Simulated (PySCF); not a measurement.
Al$_{2}$GeH$_{7}$N (calculated)

Calculation on a computer-drawn molecule: the log of a Hartree-Fock and frozen-core CCSD(T) single point meant for a local Hartree-Fock minimum, with one planted fault or none, to be diagnosed. Offsets are logged minus clean, where the clean run is the same molecule without the fault. The reference is restricted for singlets and unrestricted otherwise, and also for a bond in bohr or an excited solution. Adding or removing an electron swaps singlet and doublet. The excited solution moves the top pair (singlet) or top alpha electron (doublet) to the lowest empty orbital. Highest occupied and lowest empty are orbital energies over both spins, largest force is the largest gradient component, triples share is (T) over the correlation energy, the T1 limit is 0.02 restricted and 0.045 unrestricted, electrons count all cores, a negative frequency is imaginary (commonest isotopes), and the dipole is about the centre of nuclear charge; on germanium a core potential holds 10 electrons, which the energies leave out, and 3d is frozen in MP2 and coupled-cluster steps. Program: PySCF 2.14.0.

Entry: Al$_{2}$GeH$_{7}$N

Logged structure:
```xyz
11
Al2GeH7N
Al    -0.0065    -1.7188    -2.4765
N     -0.7006    -0.6881    -1.1319
Al     0.1086     0.2993     0.1758
Ge    -1.3111     1.6048     1.8652
H      1.5960    -1.8390    -2.6110
H     -1.0194    -2.4737    -3.4843
H     -1.7332    -0.6621    -1.1158
H      1.7237     0.3137     0.2237
H     -1.1012     1.0826     3.3356
H     -0.9471     3.1363     1.8812
H     -2.8537     1.5063     1.5650
```

- meant charge: 0
- meant multiplicity: 1
- meant basis: cc-pV(D+d)Z
- meant basis and core potential on germanium: cc-pVDZ-PP ECP10MDF
- logged electrons: 72
- logged basis functions: 118
- logged SCF converged: yes
- logged spin squared: 0
- logged highest occupied: -9.8037 eV
- logged lowest empty: 1.3357 eV
- logged largest force: 0.020289 hartree/bohr
- logged T1 diagnostic: 0.014782
- logged D1 diagnostic: 0.047009
- logged triples share: 0.026496
- logged CC converged: yes
- logged dipole magnitude: 0.8872 debye
- logged SCF stable within its kind: yes
- logged energy HF: -835.79814 hartree
- logged energy CCSD(T): -836.27399 hartree
- possible faults: no fault, one electron removed, one electron added, multiplicity raised by two, geometry at a saddle point, SCF held on an excited solution, minimal basis STO-3G, one bond length entered in bohr, all coordinates scaled
- planted fault: all coordinates scaled, by +2.3 %
- HF energy offset from clean run: 2.967 kcal/mol
- CCSD(T) energy offset from clean run: 1.09 kcal/mol

Drawn bonds:
```
atom  other atom  order
   1           2      1
   2           3      1
   3           4      1
   1           5      1
   1           6      1
   2           7      1
   3           8      1
   4           9      1
   4          10      1
   4          11      1
```
